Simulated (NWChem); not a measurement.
System: C₃H₄N₂O; SMILES C1=NCN=CO1

Here is an NWChem input.

```
start job
memory heap 200 mb stack 900 mb global 1100 mb
geometry units angstroms noautoz
  C      0.000000    -1.152552     0.625573
  N      0.000000    -1.231942    -0.626332
  C      0.000000     0.000000    -1.386451
  N      0.000000     1.231942    -0.626332
  C      0.000000     1.152552     0.625573
  O      0.000000     0.000000     1.365331
  H      0.000000    -2.032650     1.279332
  H      0.878002     0.000000    -2.056684
  H     -0.878002     0.000000    -2.056684
  H      0.000000     2.032650     1.279332
end
basis spherical
  C library 6-31g*
  N library 6-31g*
  O library 6-31g*
  H library 6-31g*
end
dft
  xc revpbe cpbe96
  iterations 150
  mulliken
end
task dft energy
```

NWChem printed, in part:

```
             Northwest Computational Chemistry Package (NWChem) 7.3.0
             --------------------------------------------------------

 C2V symmetry detected

                             Geometry "geometry" -> ""
                             -------------------------

 Output coordinates in angstroms (scale by  1.889725989 to convert to a.u.)

  No.       Tag          Charge          X              Y              Z
 ---- ---------------- ---------- -------------- -------------- --------------
    1 C                    6.0000     0.00000000    -1.15255200     0.63040332
    2 N                    7.0000     0.00000000    -1.23194200    -0.62150168
    3 C                    6.0000     0.00000000     0.00000000    -1.38162068
    4 N                    7.0000     0.00000000     1.23194200    -0.62150168
    5 C                    6.0000     0.00000000     1.15255200     0.63040332
    6 O                    8.0000     0.00000000     0.00000000     1.37016132
    7 H                    1.0000     0.00000000    -2.03265000     1.28416232
    8 H                    1.0000     0.87800200     0.00000000    -2.05185368
    9 H                    1.0000    -0.87800200     0.00000000    -2.05185368
   10 H                    1.0000     0.00000000     2.03265000     1.28416232

 Effective nuclear repulsion energy (a.u.)     229.2332322963

      Symmetry information
      --------------------

 Group name             C2v
 Group number             16
 Group order               4
 No. of unique centers     6

  pbe96 is a nonlocal functional; adding pw91lda local functional.

                                 NWChem DFT Module
                                 -----------------

 Summary of "ao basis" -> "ao basis" (spherical)
 ------------------------------------------------------------------------------
       Tag                 Description            Shells   Functions and Types
 ---------------- ------------------------------  ------  ---------------------
 C                           6-31g*                  6       14   3s2p1d
 N                           6-31g*                  6       14   3s2p1d
 O                           6-31g*                  6       14   3s2p1d
 H                           6-31g*                  2        2   2s

      Symmetry analysis of basis
      --------------------------

        a1         38
        a2         10
        b1         16
        b2         28

            General Information
            -------------------
          SCF calculation type: DFT
          Wavefunction type:  closed shell.
          No. of atoms     :    10
          No. of electrons :    44
           Alpha electrons :    22
            Beta electrons :    22
          Charge           :     0
          Spin multiplicity:     1
          Use of symmetry is: on ; symmetry adaption is: on
          Maximum number of iterations: 150
          AO basis - number of functions:    92
                     number of shells:    44
          Convergence on energy requested:  1.00D-06
          Convergence on density requested:  1.00D-05
          Convergence on gradient requested:  5.00D-04

              XC Information
              --------------
                        RevPBE Exchange Functional  1.000
            Perdew 1991 LDA Correlation Functional  1.000 local
           PerdewBurkeErnz. Correlation Functional  1.000 non-local

             Grid Information
             ----------------
          Grid used for XC integration:  medium
          Radial quadrature: Mura-Knowles
          Angular quadrature: Lebedev.
          Tag              B.-S. Rad. Rad. Pts. Rad. Cut. Ang. Pts.
          ---              ---------- --------- --------- ---------
          C                   0.70       49           9.0       434
          N                   0.65       49          10.0       434
          O                   0.60       49          10.0       434
          H                   0.35       45          10.0       434
          Grid pruning is: on
          Number of quadrature shells:   286
          Spatial weights used:  Erf1

      Superposition of Atomic Density Guess
      -------------------------------------

 Sum of atomic energies:        -298.31552132

      Non-variational initial energy
      ------------------------------

 Total energy =    -301.805590
 1-e energy   =    -859.620708
 2-e energy   =     328.581885
 HOMO         =      -0.276836
 LUMO         =       0.015163

      Symmetry analysis of molecular orbitals - initial
      -------------------------------------------------

  Numbering of irreducible representations:

     1 a1          2 a2          3 b1          4 b2

  Orbital symmetries:

     1 a1          2 a1          3 b2          4 a1          5 a1
     6 b2          7 a1          8 a1          9 b2         10 a1
    11 b2         12 a1         13 b2         14 b1         15 a1
    16 b1         17 b2         18 a1         19 a2         20 a1
    21 b2         22 b1         23 a2         24 b1         25 a1
    26 a1         27 b2         28 a1         29 b1         30 b2
    31 a1         32 b2

     ---------------------------------------------
      Total Density - Mulliken Population Analysis
     ---------------------------------------------

    Atom       Charge   Shell Charges
 -----------   ------   -------------------------------------------------------
    1 C    6     5.37   2.00  0.70  1.58  0.43  0.59  0.09
    2 N    7     7.72   2.00  0.85  2.52  0.84  1.48  0.03
    3 C    6     5.99   2.00  0.69  1.80  0.55  0.88  0.07
    4 N    7     7.72   2.00  0.85  2.52  0.84  1.48  0.03
    5 C    6     5.37   2.00  0.70  1.58  0.43  0.59  0.09
    6 O    8     8.57   2.00  0.92  2.95  0.89  1.78  0.02
    7 H    1     0.81   0.47  0.34
    8 H    1     0.82   0.48  0.33
    9 H    1     0.82   0.48  0.33
   10 H    1     0.81   0.47  0.34

[...]
```

Level: revPBE/6-31G* (spherical d). The geometry was optimised at PBE0/def2-SVP.
